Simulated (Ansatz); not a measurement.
Li2O (SMILES [Li][O][Li]), charge 0, multiplicity 1, relaxed at each level with Ansatz (a quantum-chemistry and plane-wave program); harmonic frequencies from differences of analytic forces, average atomic masses, frozen cores.

```csv
level,harmonic frequencies (cm⁻¹),ZPE (eV),cost over HF/def2-TZVPP (rough)
HF/def2-TZVPP,155 155 844 1114,0.141,×1
r2SCAN/def2-TZVPP,108 108 788 1034,0.126,×2
wB97X-V/def2-TZVPP,126 126 805 1053,0.131,×4
MP2/cc-pVTZ,108 108 751 994,0.122,×3
CCSD(T)/cc-pVDZ,98 98 771 1025,0.124,×4
CCSD(T)/cc-pVQZ,112 112 783 1025,0.126,×200
```

Measured: fundamentals as far as tabulated 779, 964, 112 cm⁻¹ [NIST CCCBDB]. Measured modes stand in the spectroscopists' order.
